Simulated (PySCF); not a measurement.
Sn(F)(Cl)(Me)2 (C2H6ClFSn), SMILES [Sn]([CH3])([F])([Cl])[CH3].

Coordinates come from a B3LYP-D3(BJ)/def2-SVP optimisation. The structure was generated by enumeration; whether it is a known compound was not checked. The def2 effective core potentials stand for the cores of Sn; spin–orbit coupling is left out.

The numbers are results of TDDFT-PBE/def2-SVPD in PySCF, not measurements.

Vertical excitations. Gas-phase values at a fixed geometry.

Computed excitation energies, oscillator strengths and character:
```json
[
 {"state": "S1", "energy (eV)": "5.56", "λ (nm)": "223", "f": "0.072", "main pairs": "HOMO→LUMO 87 %"},
 {"state": "S2", "energy (eV)": "5.67", "λ (nm)": "218", "f": "0.017", "main pairs": "HOMO−1→LUMO 99 %"},
 {"state": "S3", "energy (eV)": "6.24", "λ (nm)": "199", "f": "0.075", "main pairs": "HOMO−2→LUMO 77 %"},
 {"state": "S4", "energy (eV)": "6.32", "λ (nm)": "196", "f": "0.000", "main pairs": "HOMO→LUMO+1 96 %"},
 {"state": "S5", "energy (eV)": "6.46", "λ (nm)": "192", "f": "0.054", "main pairs": "HOMO−3→LUMO 74 %, HOMO−1→LUMO+1 18 %"},
 {"state": "S6", "energy (eV)": "6.58", "λ (nm)": "189", "f": "0.041", "main pairs": "HOMO→LUMO+2 93 %"},
 {"state": "S7", "energy (eV)": "6.72", "λ (nm)": "185", "f": "0.036", "main pairs": "HOMO−1→LUMO+1 69 %, HOMO−1→LUMO+2 14 %"},
 {"state": "S8", "energy (eV)": "6.91", "λ (nm)": "179", "f": "0.008", "main pairs": "HOMO−1→LUMO+2 80 %"},
 {"state": "S9", "energy (eV)": "7.03", "λ (nm)": "176", "f": "0.012", "main pairs": "HOMO−2→LUMO+1 92 %"},
 {"state": "S10", "energy (eV)": "7.12", "λ (nm)": "174", "f": "0.025", "main pairs": "HOMO−4→LUMO 76 %"},
 {"state": "T1", "energy (eV)": "4.94", "λ (nm)": "251", "f": "0", "main pairs": "HOMO→LUMO 97 %"},
 {"state": "T2", "energy (eV)": "5.35", "λ (nm)": "232", "f": "0", "main pairs": "HOMO−1→LUMO 99 %"},
 {"state": "T3", "energy (eV)": "5.68", "λ (nm)": "218", "f": "0", "main pairs": "HOMO−2→LUMO 95 %"},
 {"state": "T4", "energy (eV)": "5.89", "λ (nm)": "211", "f": "0", "main pairs": "HOMO−3→LUMO 98 %"}
]
```
Triplets are in the Tamm–Dancoff approximation, which puts them higher than full response would, so one can lie above its singlet here.
